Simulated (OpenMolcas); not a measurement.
## Ru+: CASPT2 settings compared

```
Program             : OpenMolcas
Basis               : ANO-RCC-VDZ [6s5p3d]
Scalar Hamiltonian  : DKH3, point nucleus
Active space        : 7 electrons in 5 orbitals (4d)
State averaging     : 2S+1 = 4 even, 10 roots; 2S+1 = 2 even, 35 roots
Spin-orbit coupling : state interaction with AMFI integrals over the reference wave functions, term energies averaged over their components
```

Methods on the same reference wave functions:
A. CASSCF
B. SS-CASPT2, IPEA 0 Eh, sigma2 regulariser 0.15 Eh (closed shells correlated: 3d 4s 4p)
C. SS-CASPT2, IPEA 0.4 Eh, sigma2 regulariser 0.4 Eh (closed shells correlated: 4s 4p)
D. SS-CASPT2, IPEA 0.2 Eh, sigma1 regulariser 0.5 Eh (closed shells correlated: none)

Energies in cm⁻¹ above 4d⁷ ⁴F_9/2, the measured ground level; measured values from NIST Handbook of Basic Atomic Spectroscopic Data.

| Level | A | B | C | D | Measured |
| --- | --- | --- | --- | --- | --- |
| 4d⁷ ⁴F_9/2 | 0.0 | 0.0 | 0.0 | 0.0 | 0.0 |
| 4d⁷ ⁴F_7/2 | 1544 | 1556 | 1550 | 1549 | 1523 |
| 4d⁷ ⁴F_5/2 | 2592 | 2570 | 2570 | 2590 | 2494 |
| 4d⁷ ⁴F_3/2 | 3272 | 3220 | 3230 | 3260 | 3104 |
| 4d⁷ ⁴P_5/2 | 12935 | 10590 | 11150 | 12090 | 8257 |
| 4d⁷ ⁴P_3/2 | 13018 | 10860 | 11390 | 12240 | 8478 |
| 4d⁷ ²G_9/2 | 13247 | 12060 | 12650 | 12790 |  |
| 4d⁷ ⁴P_1/2 | 13977 | 11720 | 12270 | 13160 | 9374 |
| 4d⁷ ²G_7/2 | 14781 | 13530 | 14150 | 14300 |  |
| 4d⁷ ²H_11/2 | 17561 | 16920 | 17200 | 17200 |  |
| 4d⁷ ²P_1/2 | 18967 | 17940 | 18270 | 18540 |  |
| 4d⁷ ²H_9/2 | 19043 | 18360 | 18660 | 18670 |  |
| 4d⁷ ²D_5/2 | 19167 | 15270 | 16110 | 17940 |  |
| 4d⁷ ²F_5/2 | 29588 | 26320 | 27140 | 28400 |  |
| 4d⁷ ²F_7/2 | 30188 | 26930 | 27750 | 29000 |  |

Deviations, from unrounded energies. A percentage is the sum of absolute deviations over the sum of measured energies, with the sign that they share, or ± where signs differ.

```tsv
Against measurement	Levels	A	B	C	D
mean absolute deviation (cm-1)	6	2400	1200	1500	1900
fine structure of the ground term (%)	3	+4.0	+3.2	+3.3	+3.9
other terms of the ground configuration (%)	3	+52.9	+27.1	+33.3	+43.6
```

B lies closest to measurement on these levels and A furthest from it. The largest miss of B in the table is 4d⁷ ⁴P_3/2, by +2400 cm-1. The ranking rests on the paired levels alone, and a cruder setting can come out closer through cancelling errors.

Among B to D the level of the table that moves most is 4d⁷ ²D_5/2, by 2700 cm-1 (lowest in B, highest in D). Moves below CASPT2's spread within the term are not significant.

The mean deviations of B to D differ by less than CASPT2's widest spread within a term (1300 cm-1), so their order carries little weight.

From A to B the spin-free energies of the other terms of 4d⁷ shown, above ⁴F, scale by factors of 0.78 to 0.96, as is usual when dynamic correlation screens the repulsion within a d or f shell.

The lowest spin-free term lies below A's lowest term by 0.149 hartree in B, 0.131 hartree in C, 0.049 hartree in D.

Term energies are means over components that CASPT2 splits; among the terms shown or strongly mixed into the levels shown the widest spread is 1300 cm-1 (4d⁷ ²H, B). Configurations with an s electron lie low at this charge and mix in, so terms can be misplaced. Without dynamic correlation excited terms often stand tens of per cent too high (terms of higher spin than the ground term too low), and those without a measured partner can miss by more than the paired ones (holds for A). The CASPT2 spread within a term exceeds the gap to the next term for 4d⁷ ²P and 4d⁷ ²H, so the order of their levels is uncertain (holds for B; C; D). Some terms miss by over 15 % even with CASPT2, which points to a basis or an active space too small for the shells correlated (holds for B; C; D). Measured partners are found by configuration, term and J. A level has none where our copy of the source lacks it or the pairing is in doubt (some pairs that miss far off the trend of their configuration count as doubtful), and it then counts in no deviation. Levels of configurations outside the active space are missing. Levels that lie high or do not pair safely by name in every column are left out.
